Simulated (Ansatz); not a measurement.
Total energies of BClFH3Si (`B[SiH](F)Cl`).

Z-matrix (Å, degrees):
```
Si
F 1 1.595
Cl 1 2.059 2 108.4
B 1 1.998 2 113.8 3 111.1
H 1 1.480 2 106.4 3 -115.8
H 4 1.194 1 119.9 2 159.6
H 4 1.193 1 121.0 2 -25.7
```

Total charge 0; spin multiplicity 1. All single points use the PBE0-D4/def2-TZVP geometry. Basis def2-TZVPP, the Gaussian-basis code of Ansatz.

RPA on PBE orbitals: Hartree–Fock energy of these orbitals -874.41723 Eh, correlation -1.09218 Eh (frozen core).

| functional | energy without D4 (Eh) | D4 term (kJ/mol) |
| --- | --- | --- |
| LDA (SPW92) | -872.74489 | – |
| PBE | -875.85584 | -14.1 |
| revPBE | -876.14823 | -39.7 |
| BLYP | -876.30983 | -30.9 |
| r2SCAN | -876.22428 | -3.2 |
| B97M-V | -876.12374 | – |
| PBE0 | -875.93215 | -11.9 |
| B3LYP | -876.38507 | -23.0 |
| r2SCANh | -876.21601 | -3.5 |
| r2SCAN0 | -876.20456 | -3.9 |
| HSE06 (plane-wave form) | -875.91171 | -11.1 |
| BHLYP | -876.29855 | -18.7 |
| CAM-B3LYP | -876.32247 | -12.2 |
| LC-ωPBE | -876.04805 | – |
| ωB97X-V | -876.18944 | – |
| ωB97M-V | -876.25608 | – |
| B2PLYP | -876.01256 | – |
| PBE-QIDH | -875.75105 | – |

B3LYP takes the VWN-RPA correlation (the form of Gaussian; ORCA's B3LYP/G). HSE06 is the plane-wave form, built on full-range PBE exchange. The double hybrids freeze the cores in their second-order part.

LC-ωPBE has ω = 0.4 bohr⁻¹.
